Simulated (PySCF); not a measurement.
CF, SMILES [C]F (connectivity only; charge and spin as stated), neutral, multiplicity 2. Atoms are numbered in the order given.

```xyz
2

C      0.0000     0.0000    -0.7612
F      0.0000     0.0000     0.5075
```
Charge 0, spin multiplicity 2.

Coordinates come from a PBE0-D3(BJ)/def2-TZVPD optimisation.

Computed with ωB97X/def2-TZVPD (PySCF).

Mulliken values depend strongly on the basis, most of all with diffuse functions as here. ESP charges are fitted to the potential on shells at 1.4 to 2.0 van der Waals radii. Atomic charges (e):

```tsv
atom	meta-Löwdin	ESP fit	Mulliken	Mulliken spin
C1	(withheld)	-0.12	0.02	0.93
F2	(withheld)	0.12	-0.02	0.07
```

Task: Fill in the missing entries. (Estimate from the structure and the level; the computed values follow.)

Result: 
- C1, meta-Löwdin: 0.10
- F2, meta-Löwdin: -0.10
